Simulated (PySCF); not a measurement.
methylsilane (CH₆Si), singlet, at a GFN2-xTB geometry; CCSD(T)/6-31G* (PySCF).

The PySCF input:
```python
from pyscf import gto, scf, cc

mol = gto.Mole()
mol.atom = '''
    C    -0.01298196    0.00392095   -1.25022897
    Si    0.00669850   -0.00202315    0.64510011
    H    -0.01147190   -1.00712268   -1.64830101
    H    -0.89650587    0.50641306   -1.63436438
    H     0.85673226    0.51618733   -1.65253877
    H     0.00413621    1.37681588    1.13946736
    H    -1.17977102   -0.70041180    1.14524608
    H     1.21099302   -0.68708334    1.12046299
'''
mol.basis = '6-31g*'
mol.verbose = 4
mol.build()

mf = scf.RHF(mol)
mf.kernel()

mycc = cc.CCSD(mf)
mycc.kernel()
et = mycc.ccsd_t()
print('E(CCSD(T)) = %.10f' % (mycc.e_tot + et))
```

The log (banner, timings and long lists left out):

```
PySCF version 2.14.0

[INPUT] verbose = 4
[INPUT] num. atoms = 8
[INPUT] num. electrons = 26
[INPUT] charge = 0
[INPUT] spin (= nelec alpha-beta = 2S) = 0
[INPUT] symmetry False subgroup None
[INPUT] Mole.unit = angstrom
[INPUT] Symbol           X                Y                Z      unit          X                Y                Z       unit  Magmom
[INPUT]  1 C     -0.012981960000   0.003920950000  -1.250228970000 AA   -0.024532348960   0.007409521648  -2.362590346297 Bohr   0.0
[INPUT]  2 Si     0.006698500000  -0.002023150000   0.645100110000 AA    0.012658330445  -0.003823199409   1.219062530827 Bohr   0.0
[INPUT]  3 H     -0.011471900000  -1.007122680000  -1.648301010000 AA   -0.021678749128  -1.903186039038  -3.114837479744 Bohr   0.0
[INPUT]  4 H     -0.896505870000   0.506413060000  -1.634364380000 AA   -1.694150563365   0.956981989303  -3.088501065945 Bohr   0.0
[INPUT]  5 H      0.856732260000   0.516187330000  -1.652538770000 AA    1.618989333480   0.975452682670  -3.122845685526 Bohr   0.0
[INPUT]  6 H      0.004136210000   1.376815880000   1.139467360000 AA    0.007816304094   2.601804937152   2.153281238281 Bohr   0.0
[INPUT]  7 H     -1.179771020000  -0.700411800000   1.145246080000 AA   -2.229444117499  -1.323586476414   2.164201436432 Bohr   0.0
[INPUT]  8 H      1.210993020000  -0.687083340000   1.120462990000 AA    2.288445146560  -1.298399337351   2.117368183811 Bohr   0.0

nuclear repulsion = 62.7681256143421
number of shells = 26
number of NR pGTOs = 102
number of NR cGTOs = 44
basis = 6-31g*
ecp = {}

******** <class 'pyscf.scf.hf.RHF'> ********
method = RHF
initial guess = minao
damping factor = 0
level_shift factor = 0
DIIS = <class 'pyscf.scf.diis.CDIIS'>
diis_start_cycle = 1
diis_space = 8
diis_damp = 0
SCF conv_tol = 1e-09
SCF conv_tol_grad = None
SCF max_cycles = 50
direct_scf = True
direct_scf_tol = 1e-13
Set gradient conv threshold to 3.16228e-05
Initial guess from minao.
init E= -330.067138962767
  HOMO = -0.353386204189944  LUMO = 0.0965419924966744  gap/eV = 12.24317
cycle= 1 E= -330.248506312557  delta_E= -0.181  |g|= 0.216  |ddm|= 2.02
  HOMO = -0.452660921557082  LUMO = 0.147777922024085  gap/eV = 16.33877
cycle= 2 E= -330.269017123162  delta_E= -0.0205  |g|= 0.053  |ddm|= 0.295
  HOMO = -0.447031008453338  LUMO = 0.158800230249332  gap/eV = 16.48551
cycle= 3 E= -330.270651840477  delta_E= -0.00163  |g|= 0.00824  |ddm|= 0.108
  HOMO = -0.449259381740215  LUMO = 0.157227790129408  gap/eV = 16.50336
cycle= 4 E= -330.270689179105  delta_E= -3.73e-05  |g|= 0.00209  |ddm|= 0.0182
  HOMO = -0.450071192487336  LUMO = 0.157046778278254  gap/eV = 16.52052
cycle= 5 E= -330.270691989953  delta_E= -2.81e-06  |g|= 0.000666  |ddm|= 0.00515
  HOMO = -0.449903090577826  LUMO = 0.157106744385727  gap/eV = 16.51758
cycle= 6 E= -330.270692246332  delta_E= -2.56e-07  |g|= 0.00016  |ddm|= 0.00146
  HOMO = -0.44995912381535  LUMO = 0.157088292802054  gap/eV = 16.51860
cycle= 7 E= -330.270692266419  delta_E= -2.01e-08  |g|= 3.63e-05  |ddm|= 0.000453
  HOMO = -0.449954235061769  LUMO = 0.157086581908091  gap/eV = 16.51842
cycle= 8 E= -330.270692267422  delta_E= -1e-09  |g|= 5.63e-06  |ddm|= 0.000106
  HOMO = -0.449954845672303  LUMO = 0.157085933821396  gap/eV = 16.51842
cycle= 9 E= -330.270692267446  delta_E= -2.43e-11  |g|= 6.41e-07  |ddm|= 1.56e-05
  HOMO = -0.449954775120727  LUMO = 0.157085997530766  gap/eV = 16.51842
Extra cycle  E= -330.270692267446  delta_E= 2.27e-13  |g|= 2.19e-07  |ddm|= 1.34e-06
converged SCF energy = -330.270692267446

******** <class 'pyscf.cc.ccsd.CCSD'> ********
CC2 = 0
CCSD nocc = 13, nmo = 44
max_cycle = 50
direct = 0
conv_tol = 1e-07
conv_tol_normt = 1e-05
diis_space = 6
diis_start_cycle = 0
diis_start_energy_diff = 1e+09
Init t2, MP2 energy = -330.490793769797  E_corr(MP2) -0.220101502350797
Init E_corr(CCSD) = -0.220101502350822
cycle = 1  E_corr(CCSD) = -0.245138557555911  dE = -0.0250370552  norm(t1,t2) = 0.0453496
cycle = 2  E_corr(CCSD) = -0.252705370545024  dE = -0.00756681299  norm(t1,t2) = 0.0158627
cycle = 3  E_corr(CCSD) = -0.2562464705179  dE = -0.00354109997  norm(t1,t2) = 0.00675758
cycle = 4  E_corr(CCSD) = -0.256297710901287  dE = -5.12403834e-05  norm(t1,t2) = 0.00114362
cycle = 5  E_corr(CCSD) = -0.256222565518735  dE = 7.51453826e-05  norm(t1,t2) = 0.000359617
cycle = 6  E_corr(CCSD) = -0.256227678468041  dE = -5.11294931e-06  norm(t1,t2) = 8.94592e-05
cycle = 7  E_corr(CCSD) = -0.256229059059055  dE = -1.38059101e-06  norm(t1,t2) = 2.12658e-05
cycle = 8  E_corr(CCSD) = -0.256229000317514  dE = 5.87415411e-08  norm(t1,t2) = 6.53139e-06
CCSD converged
E(CCSD) = -330.5269212677632  E_corr = -0.2562290003175137
CCSD(T) correction = -0.00580838054080558
E(CCSD(T)) = -330.5327296483
```
